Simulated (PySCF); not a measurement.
## Excitation energy of P by level of theory

P [Ne] 3s2 3p3 (4S) → P [Ne] 3s2 3p2 4s1 (4P), as a difference of total energies. Calculation: PySCF 2.14, in dyall-av2z (13s9p2d, 50 functions); the non-relativistic Hamiltonian (point nucleus). Correlated levels: valence: [Ne] frozen; virtual orbitals above 40 to 60 times the deepest correlated orbital energy dropped. The calculations carry no spin-orbit coupling.

| method | excitation energy (eV) |
| --- | --- |
| UHF | 7.014 |
| LDA | 7.071 |
| PBE | 7.068 |
| PBE0 | 7.185 |
| r2SCAN | 7.412 |
| PBEsol | 7.088 |
| wB97X-V | 7.256 |
| B3LYP | 7.036 |
| PW91 | 7.079 |
| MP2 (valence) | 7.196 |
| SCS-MP2 (valence) | 7.117 |

**Question.** How much does correlation contribute at MP2 (valence)?

**Answer.** 7.196 − (7.014) = 0.182 eV, measured against UHF.

Errors of the correlated levels include the incompleteness of this basis and the frozen core.

The promoted electron is Rydberg-like, and one or two diffuse shells describe it only roughly, which tends to raise the upper state.

For comparison: 6.967 eV (measured; NIST levels, between the centres of gravity of the two terms).
